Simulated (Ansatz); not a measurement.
Reaction (ligand exchange at a Zn–O bond): `F[SiH2][O][ZnH]` + NH₃ → `[NH2][ZnH]` + `O[SiH2]F`

Computed with Ansatz on PBE0-D4/def2-TZVP structures; ΔE is electronic, products minus reactants. CCSD(T)/CBS is the MP2 limit (def2-TZVPP, def2-QZVPP) plus CCSD(T) − MP2 in def2-TZVPP, frozen cores. This one scheme is used for every species. DFT in def2-TZVPP. B3LYP here is the variant with VWN-RPA as its local correlation; programs differ in this. For Zn outer-core shells are correlated without core-valence functions, which leaves a few kJ/mol of doubt a bond. Scalar relativity is left out up to krypton. Each species was taken in one conformer, which may not be the lowest.

```csv
level,ΔE (eV)
B3LYP-D4,0.67
r2SCANh-D4,0.66
ωB97X-V,0.67
PBE,0.57
r2SCANh,0.66
LC-ωPBE,0.63
MP2/def2-TZVPP,0.66
MP2/CBS(def2),0.65
```

(1) What does CCSD(T)/CBS give? (Estimate.)

(2) What do rigid-rotor, harmonic-oscillator terms from PBE0-D4/def2-TZVP frequencies (298.15 K, 1 bar) make of the CCSD(T)/CBS value? (An estimate is asked.)

Largest T1 diagnostic among the species: 0.016.

Results:

(1) Computed: +0.68 eV. The listed levels differ from it by -0.01, -0.02, -0.01, -0.11, -0.02, -0.05, -0.02, -0.03 eV.

(2) Computed: ΔZPE = -0.02 eV, ΔH = +0.64 eV, ΔS = 3 J/(mol·K), ΔG = +0.63 eV. Modes under 50 cm⁻¹ make the entropy rough.

At CCSD(T), def2-SVP lies +0.25 eV from the extrapolated value and def2-TZVPP +0.01 eV. From PBE to PBE0 (25 % exact exchange), in def2-TZVPP and without D4, ΔE moves by +0.05 eV. Leaving LDA and LC-ωPBE aside and taking each functional with its dispersion term where it has one, the values, not all of them listed here, spread over 0.15 eV, from PBE-D4 to BHLYP-D4. LDA lies −0.06 eV from PBE without D4.
